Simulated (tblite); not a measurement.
A geometry optimisation, step by step.

Species: C5H7GaS.
SMILES with atom numbers: `[CH3:1][c:2]1[cH:3][cH:4][s:5][c:6]1[GaH2:7]` (hydrogens: H8, H9, H10 on C1; H11 on C3; H12 on C4; H13, H14 on Ga7)

Computed with GFN2-xTB (tblite), gas phase: L-BFGS steps from a force-field or distance-geometry start until the largest atomic force falls under 0.01 eV/Å. 14 of its 104 geometries are shown.

Step 0: E = -506.7282 eV, largest atomic force 4.230 eV/Å
```
atom  x, y, z in Å  |  force x, y, z in eV/Å
C1      0.159    1.655   -0.442    0.005  -0.164  -0.142
C2     -0.440    0.320   -0.095    3.318   0.588   0.688
C3     -1.742    0.011   -0.204   -4.055   0.688  -0.988
C4     -2.116   -1.228    0.146    1.115  -1.704   0.861
S5     -0.622   -2.145    0.723   -1.268   1.735  -0.801
C6      0.347   -0.701    0.389    0.684  -0.037   0.267
Ga7     2.497   -0.494    0.683   -1.066  -1.256  -1.138
H8      1.194    1.433   -0.785   -0.392   0.447  -0.126
H9      0.234    2.321    0.447   -0.272  -0.292  -0.607
H10    -0.485    2.089   -1.242    0.832   0.052   0.613
H11    -2.491    0.752   -0.584    0.650  -0.740   0.366
H12    -3.107   -1.676    0.137    0.684   0.049   0.070
H13     3.017   -1.782    1.410    0.100  -0.077   0.795
H14     3.556   -0.555   -0.605   -0.334   0.710   0.140
```

Step 8: E = -507.8066 eV, largest atomic force 0.339 eV/Å
```
atom  x, y, z in Å  |  force x, y, z in eV/Å
C1      0.201    1.668   -0.454   -0.059   0.042  -0.032
C2     -0.395    0.350   -0.088   -0.146  -0.177  -0.086
C3     -1.774    0.038   -0.203    0.159  -0.209   0.071
C4     -2.045   -1.238    0.179   -0.022  -0.058   0.045
S5     -0.641   -2.084    0.709   -0.128   0.153  -0.057
C6      0.356   -0.688    0.406    0.275   0.070  -0.185
Ga7     2.342   -0.905    0.450    0.041  -0.010   0.135
H8      1.221    1.527   -0.828    0.035   0.055   0.151
H9      0.202    2.326    0.416    0.134   0.039  -0.015
H10    -0.394    2.142   -1.229   -0.022   0.061  -0.093
H11    -2.516    0.722   -0.577    0.019   0.000   0.044
H12    -2.987   -1.751    0.176   -0.007   0.034   0.024
H13     3.008   -1.757    1.595   -0.057  -0.055   0.022
H14     3.419   -0.349   -0.574   -0.223   0.055  -0.023
```

Step 16: E = -507.8409 eV, largest atomic force 0.127 eV/Å
```
atom  x, y, z in Å  |  force x, y, z in eV/Å
C1      0.201    1.675   -0.466    0.013   0.004   0.000
C2     -0.386    0.343   -0.122   -0.068  -0.072  -0.025
C3     -1.763    0.023   -0.207    0.029  -0.049   0.057
C4     -2.036   -1.246    0.194    0.002   0.026  -0.022
S5     -0.621   -2.081    0.702   -0.101   0.014  -0.075
C6      0.378   -0.698    0.344    0.087   0.037   0.041
Ga7     2.343   -0.920    0.484    0.006  -0.010   0.051
H8      1.234    1.546   -0.798    0.074  -0.011  -0.029
H9      0.208    2.330    0.405   -0.047   0.004   0.067
H10    -0.377    2.162   -1.246    0.004  -0.001  -0.070
H11    -2.510    0.714   -0.556   -0.025   0.004  -0.003
H12    -2.985   -1.748    0.202    0.059   0.018   0.055
H13     2.990   -1.790    1.625   -0.034   0.011  -0.054
H14     3.325   -0.310   -0.584    0.000   0.027   0.008
```

Step 24: E = -507.8456 eV, largest atomic force 0.081 eV/Å
```
atom  x, y, z in Å  |  force x, y, z in eV/Å
C1      0.207    1.672   -0.472   -0.004  -0.012   0.012
C2     -0.382    0.340   -0.133   -0.066  -0.045  -0.011
C3     -1.761    0.025   -0.206   -0.005  -0.049   0.020
C4     -2.035   -1.244    0.194    0.006   0.002   0.011
S5     -0.619   -2.086    0.680   -0.046   0.005   0.023
C6      0.381   -0.698    0.341    0.025  -0.006  -0.037
Ga7     2.341   -0.914    0.492   -0.013  -0.012   0.006
H8      1.247    1.550   -0.786    0.046  -0.020   0.016
H9      0.187    2.318    0.406   -0.016   0.060   0.007
H10    -0.356    2.155   -1.267   -0.006   0.001  -0.022
H11    -2.513    0.715   -0.548    0.006   0.013   0.004
H12    -2.983   -1.745    0.234    0.029   0.033  -0.009
H13     2.978   -1.804    1.615   -0.001  -0.006  -0.022
H14     3.308   -0.285   -0.573    0.046   0.035   0.002
```

Step 32: E = -507.8596 eV, largest atomic force 0.101 eV/Å
```
atom  x, y, z in Å  |  force x, y, z in eV/Å
C1      0.218    1.648   -0.484    0.003   0.021  -0.036
C2     -0.386    0.317   -0.171   -0.022   0.022   0.089
C3     -1.771    0.025   -0.193   -0.019   0.000   0.028
C4     -2.051   -1.235    0.226    0.025   0.001   0.062
S5     -0.633   -2.100    0.661    0.020  -0.035  -0.015
C6      0.378   -0.736    0.266    0.025   0.006   0.005
Ga7     2.342   -0.895    0.457    0.056   0.012  -0.051
H8      1.294    1.527   -0.653   -0.012   0.029   0.000
H9      0.072    2.337    0.351   -0.012  -0.043  -0.031
H10    -0.244    2.089   -1.365    0.015  -0.004  -0.040
H11    -2.519    0.732   -0.503   -0.045   0.032  -0.013
H12    -3.006   -1.712    0.336    0.003   0.018  -0.065
H13     2.939   -1.873    1.524    0.031  -0.028  -0.001
H14     3.365   -0.125   -0.474   -0.066  -0.032   0.069
```

Step 40: E = -507.8670 eV, largest atomic force 0.074 eV/Å
```
atom  x, y, z in Å  |  force x, y, z in eV/Å
C1      0.219    1.639   -0.500    0.028   0.056  -0.024
C2     -0.388    0.314   -0.171    0.026   0.031   0.058
C3     -1.775    0.036   -0.159    0.017  -0.019  -0.069
C4     -2.051   -1.225    0.259   -0.014  -0.018  -0.049
S5     -0.629   -2.110    0.642   -0.031  -0.008   0.016
C6      0.380   -0.748    0.235    0.011  -0.002   0.026
Ga7     2.343   -0.900    0.445    0.018   0.020  -0.035
H8      1.306    1.530   -0.589   -0.010   0.007   0.008
H9      0.003    2.350    0.298   -0.003   0.029  -0.034
H10    -0.178    2.040   -1.431   -0.026  -0.020  -0.006
H11    -2.527    0.740   -0.468   -0.012   0.036   0.046
H12    -3.012   -1.692    0.350   -0.002  -0.047   0.025
H13     2.940   -1.925    1.462    0.024  -0.056   0.017
H14     3.370   -0.050   -0.397   -0.026  -0.010   0.022
```

Step 48: E = -507.8780 eV, largest atomic force 0.061 eV/Å
```
atom  x, y, z in Å  |  force x, y, z in eV/Å
C1      0.216    1.639   -0.526    0.005   0.021   0.000
C2     -0.385    0.324   -0.146    0.011  -0.005  -0.008
C3     -1.774    0.049   -0.125   -0.001   0.007   0.019
C4     -2.053   -1.221    0.262    0.009  -0.013   0.009
S5     -0.633   -2.117    0.618    0.031  -0.001   0.006
C6      0.381   -0.751    0.233    0.012   0.008   0.014
Ga7     2.346   -0.919    0.448    0.000  -0.003   0.009
H8      1.310    1.558   -0.504   -0.053   0.021   0.001
H9     -0.098    2.417    0.173    0.015  -0.021  -0.039
H10    -0.102    1.934   -1.527    0.012  -0.020   0.056
H11    -2.530    0.773   -0.371    0.001   0.021  -0.047
H12    -3.011   -1.692    0.358   -0.010  -0.008   0.009
H13     2.969   -2.040    1.351   -0.038  -0.021  -0.020
H14     3.365    0.043   -0.266    0.006   0.012  -0.008
```

Step 55: E = -507.8809 eV, largest atomic force 0.057 eV/Å
```
atom  x, y, z in Å  |  force x, y, z in eV/Å
C1      0.213    1.637   -0.537   -0.003  -0.024   0.015
C2     -0.384    0.329   -0.134    0.022  -0.030  -0.019
C3     -1.772    0.056   -0.101   -0.007   0.005  -0.014
C4     -2.050   -1.217    0.279    0.011  -0.007  -0.007
S5     -0.627   -2.118    0.608    0.039   0.004   0.041
C6      0.386   -0.749    0.229    0.037  -0.015   0.014
Ga7     2.351   -0.920    0.441   -0.036  -0.004   0.001
H8      1.302    1.583   -0.444    0.036   0.012   0.001
H9     -0.161    2.441    0.093   -0.018   0.044   0.028
H10    -0.045    1.867   -1.569   -0.012   0.025  -0.036
H11    -2.522    0.786   -0.349   -0.046   0.011  -0.015
H12    -3.007   -1.688    0.383   -0.009   0.000   0.006
H13     2.948   -2.117    1.264   -0.010   0.005  -0.032
H14     3.368    0.108   -0.185   -0.003  -0.026   0.018
```

Step 63: E = -507.8854 eV, largest atomic force 0.076 eV/Å
```
atom  x, y, z in Å  |  force x, y, z in eV/Å
C1      0.205    1.650   -0.551   -0.018  -0.008   0.024
C2     -0.381    0.342   -0.124   -0.034   0.033  -0.029
C3     -1.769    0.056   -0.098    0.003  -0.023  -0.036
C4     -2.034   -1.216    0.297    0.000   0.017   0.037
S5     -0.603   -2.093    0.664   -0.020   0.014  -0.017
C6      0.396   -0.720    0.265   -0.067   0.035  -0.010
Ga7     2.352   -0.934    0.430    0.019  -0.025   0.055
H8      1.288    1.639   -0.394   -0.004  -0.025  -0.022
H9     -0.227    2.472    0.018   -0.017   0.002   0.023
H10    -0.003    1.826   -1.606    0.018   0.014  -0.012
H11    -2.532    0.769   -0.367    0.056  -0.040   0.010
H12    -2.988   -1.696    0.401    0.025   0.008   0.007
H13     2.907   -2.226    1.121    0.016  -0.010  -0.019
H14     3.388    0.130   -0.078    0.022   0.010  -0.010
```

Step 71: E = -507.8879 eV, largest atomic force 0.021 eV/Å
```
atom  x, y, z in Å  |  force x, y, z in eV/Å
C1      0.197    1.660   -0.554    0.004  -0.006   0.000
C2     -0.385    0.349   -0.132   -0.009   0.006  -0.013
C3     -1.769    0.049   -0.114    0.002   0.005   0.019
C4     -2.027   -1.215    0.309   -0.001   0.000  -0.009
S5     -0.592   -2.076    0.695   -0.004   0.007  -0.003
C6      0.397   -0.700    0.283   -0.014   0.006  -0.005
Ga7     2.353   -0.938    0.442    0.004  -0.001   0.002
H8      1.279    1.648   -0.390    0.012  -0.009  -0.001
H9     -0.242    2.477    0.016   -0.005   0.002   0.003
H10     0.003    1.841   -1.612   -0.018   0.001   0.004
H11    -2.534    0.752   -0.396    0.015  -0.009  -0.012
H12    -2.978   -1.700    0.415    0.005   0.002   0.007
H13     2.893   -2.267    1.069    0.010  -0.006   0.000
H14     3.405    0.120   -0.054   -0.001   0.001   0.008
```

Step 79: E = -507.8883 eV, largest atomic force 0.016 eV/Å
```
atom  x, y, z in Å  |  force x, y, z in eV/Å
C1      0.197    1.661   -0.552   -0.008   0.003  -0.007
C2     -0.385    0.349   -0.134   -0.003  -0.004  -0.015
C3     -1.769    0.048   -0.119    0.006  -0.002   0.008
C4     -2.028   -1.215    0.306    0.001   0.000   0.002
S5     -0.593   -2.073    0.699   -0.008  -0.002  -0.002
C6      0.397   -0.699    0.283   -0.007  -0.002   0.010
Ga7     2.353   -0.941    0.445    0.008   0.000   0.004
H8      1.282    1.640   -0.408   -0.007  -0.001  -0.012
H9     -0.227    2.473    0.037    0.006   0.000   0.004
H10    -0.020    1.858   -1.602    0.004   0.000   0.008
H11    -2.534    0.747   -0.413    0.014  -0.004   0.005
H12    -2.978   -1.700    0.415    0.001   0.003  -0.004
H13     2.901   -2.262    1.086   -0.006   0.004  -0.006
H14     3.404    0.112   -0.065    0.001   0.005   0.006
```

Step 87: E = -507.8886 eV, largest atomic force 0.011 eV/Å
```
atom  x, y, z in Å  |  force x, y, z in eV/Å
C1      0.195    1.662   -0.553    0.001   0.000  -0.002
C2     -0.382    0.347   -0.135   -0.003   0.003  -0.002
C3     -1.766    0.045   -0.124   -0.003   0.005  -0.003
C4     -2.027   -1.215    0.305    0.001   0.004   0.001
S5     -0.594   -2.072    0.708    0.003   0.007   0.000
C6      0.398   -0.698    0.292   -0.001   0.003  -0.008
Ga7     2.355   -0.941    0.450   -0.001  -0.002   0.006
H8      1.283    1.637   -0.440   -0.001  -0.010  -0.001
H9     -0.210    2.468    0.058    0.007  -0.008  -0.002
H10    -0.050    1.873   -1.594   -0.002  -0.006   0.008
H11    -2.528    0.743   -0.426   -0.004   0.006   0.003
H12    -2.979   -1.697    0.410    0.008  -0.008   0.001
H13     2.900   -2.266    1.087   -0.001   0.008  -0.007
H14     3.405    0.113   -0.060   -0.002  -0.002   0.008
```

Step 95: E = -507.8891 eV, largest atomic force 0.030 eV/Å
```
atom  x, y, z in Å  |  force x, y, z in eV/Å
C1      0.194    1.659   -0.561    0.004   0.001   0.008
C2     -0.382    0.347   -0.138    0.006   0.010   0.028
C3     -1.766    0.047   -0.123   -0.006  -0.002  -0.015
C4     -2.026   -1.214    0.308   -0.004   0.002   0.004
S5     -0.594   -2.067    0.716    0.012  -0.005  -0.008
C6      0.398   -0.695    0.294   -0.004  -0.010  -0.009
Ga7     2.354   -0.939    0.455   -0.005   0.004  -0.004
H8      1.284    1.627   -0.464    0.001  -0.001  -0.005
H9     -0.197    2.464    0.062    0.009  -0.002  -0.017
H10    -0.067    1.873   -1.597    0.003   0.013   0.002
H11    -2.526    0.747   -0.424   -0.011  -0.011  -0.002
H12    -2.976   -1.700    0.411   -0.007   0.003   0.009
H13     2.895   -2.280    1.055    0.006  -0.003   0.002
H14     3.407    0.130   -0.017   -0.002   0.000   0.008
```

Step 103: E = -507.8899 eV, largest atomic force 0.006 eV/Å
```
atom  x, y, z in Å  |  force x, y, z in eV/Å
C1      0.199    1.653   -0.575   -0.001  -0.002   0.000
C2     -0.385    0.346   -0.142    0.002  -0.002  -0.002
C3     -1.770    0.048   -0.118    0.001   0.000  -0.003
C4     -2.028   -1.212    0.316    0.001   0.001  -0.001
S5     -0.593   -2.070    0.709    0.000   0.000   0.001
C6      0.397   -0.700    0.280    0.001  -0.002  -0.001
Ga7     2.352   -0.933    0.461    0.002  -0.001  -0.003
H8      1.290    1.603   -0.509   -0.002   0.001   0.002
H9     -0.161    2.462    0.060   -0.004   0.000   0.002
H10    -0.087    1.877   -1.602   -0.002   0.000  -0.002
H11    -2.533    0.746   -0.414    0.001   0.002   0.001
H12    -2.978   -1.696    0.429    0.000   0.005   0.002
H13     2.895   -2.297    1.007    0.004   0.002   0.000
H14     3.402    0.173    0.076   -0.002  -0.004   0.004
```

**Question.** Summarise the path.

**Answer.** The energy falls by 26.79 kcal/mol from step 0 to step 103; nine tenths of that is first reached at step 7. It rises by more than 0.2 meV at step 46. The largest force goes from 4.230 to 0.006 eV/Å. Among the bonds C6–Ga7 changes most, from 2.180 to 1.978 Å; the atoms move by 0.441 Å rms after alignment.

**Question.** Follow the three bonds and two angles with the largest change from start to end.

**Answer.** 
```
step  E above end (kcal/mol)  largest force (eV/Å)  C6–Ga7 (Å)  C4–S5 (Å)  Ga7–H14 (Å)  H13–Ga7–H14 (°)  C6–Ga7–H13 (°)
   0                   26.79                 4.230       2.180      1.846        1.669             96.7           108.2
   4                    8.64                 1.454       2.017      1.688        1.614            103.0           115.1
   9                    1.74                 0.234       1.997      1.716        1.586            112.6           119.9
  13                    1.29                 0.124       1.985      1.719        1.574            115.5           120.9
  18                    1.08                 0.052       1.980      1.716        1.575            117.2           121.5
  22                    1.04                 0.044       1.978      1.717        1.572            117.6           121.4
  27                    0.96                 0.092       1.976      1.718        1.570            117.3           120.9
  31                    0.74                 0.136       1.978      1.716        1.585            117.0           120.0
  36                    0.61                 0.114       1.983      1.718        1.570            117.7           118.9
  40                    0.53                 0.074       1.980      1.718        1.576            116.9           119.9
  45                    0.32                 0.112       1.979      1.717        1.574            115.8           121.1
  49                    0.26                 0.047       1.983      1.718        1.575            116.3           121.0
  54                    0.22                 0.044       1.986      1.718        1.577            117.3           120.1
  58                    0.18                 0.054       1.977      1.717        1.572            117.5           119.5
  63                    0.10                 0.076       1.974      1.718        1.569            117.9           118.5
  67                    0.06                 0.044       1.978      1.716        1.573            117.8           118.3
  72                    0.04                 0.022       1.977      1.717        1.572            117.8           118.5
  76                    0.04                 0.011       1.978      1.717        1.572            117.5           118.8
  81                    0.03                 0.014       1.978      1.717        1.573            117.6           118.9
  85                    0.03                 0.018       1.979      1.717        1.573            117.6           118.8
  90                    0.02                 0.028       1.978      1.718        1.573            117.9           118.7
  94                    0.02                 0.016       1.978      1.717        1.573            117.8           118.6
  99                    0.01                 0.025       1.978      1.717        1.573            117.9           118.6
 103                    0.00                 0.006       1.978      1.717        1.573            117.8           118.5
```

The cost below is that of the whole relaxation. The run took 0.42 s on one thread of an AMD EPYC 9B45, no GPU, shared host.
